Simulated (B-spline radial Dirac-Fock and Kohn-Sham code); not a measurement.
# Core and valence levels of Zr²³⁺

System: zirconium as Zr²³⁺, configuration 1s2 2s2 2p6 3s2 3p5; nuclear rms radius 4.2694 fm (A = 90).

Input file task.json (cfg lists n, l and occupation; rrms is the nuclear radius in fm):

```json
{"items": [{
  "Z": 40,
  "q": 23,
  "cfg": [[1, 0, 2], [2, 0, 2], [2, 1, 6], [3, 0, 2], [3, 1, 5]],
  "A": 90,
  "rrms": 4.2694,
  "do": ["binding"]
}]}
```

Launch: `python xray_run.py task.json out`

The computed values come from a radial atomic solver: ΔSCF Dirac-Fock with Breit, self-energy and vacuum polarisation, finite nucleus, configuration average. The model has no electron correlation. Energies are counted from the vacuum level. Subshells whose hole state is unreliable or did not converge are left out.

All terms are in eV, carry their sign (relaxation lowers the binding energy) and add up to the binding energy; ⟨r⟩ is the mean radius of the orbital in the initial state.

```
  subshell  −ε (Koopmans)  relaxation   Breit     QED  binding energy  ⟨r⟩ (bohr)
    K (1s)        19105.1      -29.14  -31.63  -15.36         19029.0       0.037
   L1 (2s)         3553.4       -6.80   -2.84   -1.80          3541.9       0.160
L2 (2p1/2)         3331.6       -8.52   -4.57    0.19          3318.7       0.137
   M1 (3s)         1250.1       -0.82   -0.57   -0.42               ?       0.408
 M2,3 (3p)         1155.6       -0.90   -0.70    0.01          1154.0       0.401
```

Q: Which binding energy belongs in the row of M1 (3s)?

A: 1248.3 eV, the sum of the terms in that row (to rounding).

For the deepest level, K (1s), the Breit terms make up -0.166 % of the binding energy, QED -0.081 % and orbital relaxation -0.153 %.

Going to the tabulated ground configuration of the next ion removes an electron from M2,3 (3p), computed at 1154.0 eV. NIST lists 1144.7 ± 1.2 eV as the ionisation energy of this species (semi-empirical), -9.33 eV from the computed value. Where a p, d or f shell is open in either ion the computed value averages over both j values and all terms, while the table refers to the lowest levels; that difference holds spin-orbit splitting (largest in heavy or highly charged ions), term energies where several electrons share open shells, and correlation, and it can reach 10 % or more.
